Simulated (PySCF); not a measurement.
Match each property card to its molecule.

Structures:
1. `CC(C)S(=O)(=O)Cl` (C3H7ClO2S)
2. `CC(C)(C)C#N` (C5H9N)
3. `FCC(F)(F)C(F)(F)F` (C3H2F6)
4. `NBN` (BH5N2)

Card P (geometry PBE0-D3(BJ)/def2-TZVP):
* Rotational constants A, B, C: 4.560, 2.783, 2.782 GHz
* Point group: C3v
* Isotropic shieldings of nuclei other than C and H, by class (GIAO B97-2/pcSseg-2): -22 (1 N) ppm
* HOMO energy (B97-2/pcSseg-2): -8.92 eV

Card Q (geometry PBE0-D3(BJ)/def2-TZVP):
- Rotational constants A, B, C: 53.321, 9.107, 7.778 GHz
- Static isotropic polarisability (CAM-B3LYP/aug-cc-pVTZ): 35.2 au
- Point group: C2v
- Lowest singlet excitation (TDDFT CAM-B3LYP/aug-cc-pVTZ): 5.80 eV (214 nm, f = 0.000)
- Dipole moment (CAM-B3LYP/aug-cc-pVTZ): 1.30 D
- Strongest line among the 10 lowest singlet transitions (TDDFT CAM-B3LYP/aug-cc-pVTZ): S6 at 7.64 eV (162 nm, f = 0.183)
- Isotropic shieldings of nuclei other than C and H, by class (GIAO PBE0/pcSseg-2): 74 (1 B), 199 (2 N) ppm

Card R (geometry PBE0-D3(BJ)/def2-SVP):
* Rotational constants A, B, C: 2.095, 1.648, 1.513 GHz
* Static isotropic polarisability (wB97X-D/def2-SVPD): 78.8 au
* HOMO energy (wB97X-D/def2-SVPD): -11.02 eV
* Strongest line among the 6 lowest singlet transitions (TDDFT wB97X-D/def2-SVPD): S6 at 7.54 eV (164 nm, f = 0.172)
* Dipole moment (wB97X-D/def2-SVPD): 4.57 D
* Point group: Cs
* Lowest singlet excitation (TDDFT wB97X-D/def2-SVPD): 5.56 eV (223 nm, f = 0.004)

Card S (geometry PBE0-D3(BJ)/def2-TZVP):
- Rotational constants A, B, C: 2.083, 1.520, 1.296 GHz
- Isotropic shieldings of nuclei other than C and H, by class (GIAO B97-2/pcSseg-2): 271 (3 F), 317 (2 F), 432 (1 F) ppm
- Point group: C1
- HOMO energy (B97-2/pcSseg-2): -9.94 eV
- 13C chemical shifts (computed TMS as zero) by class (GIAO B97-2/pcSseg-2): 130.2 (1 C), 120.4 (1 C), 83.3 (1 C) ppm

All species are isolated and taken at one optimised geometry, non-relativistic unless stated; the electronic structure was computed with PySCF and density fitting. NMR classes are plain means over equivalent atoms (diastereotopic ones count apart unless rotation or inversion swaps them), as if these changed places fast.

Task: Which card belongs to which structure?

Result: P = 2, Q = 4, R = 1, S = 3. What ties each card to its structure:
- 1 (card R), C3H7ClO2S, monoisotopic mass 142.0 u, 7 heavy atoms: point group Cs; an asymmetric top with C = 1.513 GHz; polarisability 78.8 au for 74 electrons; dipole 4.57 D.
- 2 (card P), C5H9N, monoisotopic mass 83.1 u, 6 heavy atoms: point group C3v; a prolate symmetric top (constants that symmetry makes equal differ by optimisation noise) with C = 2.782 GHz.
- 3 (card S), C3H2F6, monoisotopic mass 152.0 u, 9 heavy atoms: 3 C in 3 classes; point group C1; the least shielded carbon (130.2 ppm) is a CF3 carbon; an asymmetric top with C = 1.296 GHz, the lowest such constant on the cards.
- 4 (card Q), BH5N2, monoisotopic mass 44.1 u, 3 heavy atoms: point group C2v; an asymmetric top with C = 7.778 GHz, the highest such constant on the cards; polarisability 35.2 au for 24 electrons; dipole 1.30 D.
